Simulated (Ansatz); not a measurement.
Reaction (cleavage of the B–Sb bond): `O[B](O)[SbH2]` + `O[SiH3]` → `OB(O)O[SiH3]` + `[SbH3]`

Calculated with Ansatz (gas phase, PBE0-D4/def2-TZVP geometries, no zero-point term in ΔE). CCSD(T)/CBS adds triple-zeta CCSD(T) − MP2 to the extrapolated MP2 energy (def2 sets, frozen cores). Functionals use def2-TZVPP. B3LYP here is the variant with VWN-RPA as its local correlation; programs differ in this. def2 core potentials past Kr. For Sb outer-core shells are correlated without core-valence functions, which leaves a few kJ/mol of doubt a bond. One conformer a species, not always the lowest.

`O[B](O)[SbH2]`:

```xyz
8

O    -1.205    0.563    0.815
B    -0.061   -0.046    0.402
O     1.107   -0.061    1.097
Sb   -0.148   -1.234   -1.519
H    -1.156    1.018    1.663
H     1.102    0.409    1.938
H    -0.998   -0.007   -2.343
H     1.360   -0.643   -2.053
```

`O[SiH3]`:

Cartesian coordinates in Å:
```
O 0.919 0.864 -0.228
Si -0.170 -0.297 0.198
H 0.725 1.399 -0.998
H -1.504 0.288 0.509
H 0.385 -0.952 1.404
H -0.354 -1.302 -0.885
```

`OB(O)O[SiH3]`:

Cartesian coordinates in Å:
```
O 0.549 1.532 0.492
B -0.293 0.520 0.852
O -1.032 0.628 1.996
O -0.385 -0.588 0.061
Si 0.390 -0.955 -1.352
H 0.537 2.261 1.116
H -1.584 -0.142 2.144
H 0.065 0.042 -2.402
H 1.859 -1.007 -1.145
H -0.105 -2.291 -1.761
```

`[SbH3]`:

```xyz
4

Sb   -0.489    0.373   -0.376
H    -0.046   -1.242   -0.710
H    -0.611    0.037    1.294
H     1.146    0.832   -0.207
```

```csv
level,ΔE (kJ/mol)
B3LYP-D4,-145.1
HF/CBS(def2),-170.0
```

(1) What does CCSD(T)/CBS give? (Best estimate.)

Largest T1 diagnostic among the species: 0.014.

Answers

(1) The calculation gave: -137.5 kJ/mol. The listed levels differ from it by -7.6, -32.5 kJ/mol.

At CCSD(T), def2-SVP lies −30.7 kJ/mol from the extrapolated value and def2-TZVPP −6.5 kJ/mol. Leaving LDA and LC-ωPBE aside and taking each functional with its dispersion term where it has one, the values, not all of them listed here, spread over 28.8 kJ/mol, from B97M-V to revPBE-D4. LDA lies −10.8 kJ/mol from PBE without D4.
